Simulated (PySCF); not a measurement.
BrClH4Si2.
SMILES with atom numbers: `[SiH3:1][Si@@H:2]([Cl:3])[Br:4]` (hydrogens: H5, H6, H7 on Si1; H8 on Si2)

Method: PBE0-D3(BJ)/def2-SVP geometry optimisation, gas phase in PySCF 2.14.0.

Problem. List the bond lengths and angles at this level.

Solution. 
```csv
bond,length (Å)
Si1–Si2,2.337
Si2–Cl3,2.069
Si2–Br4,2.227
"Si1–H5, Si1–H6, Si1–H7",1.493
Si2–H8,1.488
```

Bonds in one row agree within 0.01 Å and their mean is given. A selection of angles:
```csv
angle,degrees
Si2–Si1–H5,106.9
Si2–Si1–H6,110.0
H5–Si1–H6,110.1
Si1–Si2–Cl3,108.1
Si1–Si2–Br4,107.3
Si1–Si2–H8,116.3
Cl3–Si2–Br4,109.9
Cl3–Si2–H8,107.9
Br4–Si2–H8,107.3
```

Si2 (chlorine-bound silicon) is distorted tetrahedral (angles from 107.3° to 116.3°). Si1 (SiH3 silicon) is tetrahedral (angles from 106.9° to 110.2°).

Point group: C1 (no symmetry element, even within 0.4 Å). Whether it is a minimum is left open (no frequencies).

Hardware: an Arm Neoverse V1 with one thread, shared host with 32 logical CPUs at a one-minute load of 32. Cost: 41 s, 0.45 GiB resident at most. That covers the optimisation of the geometry.
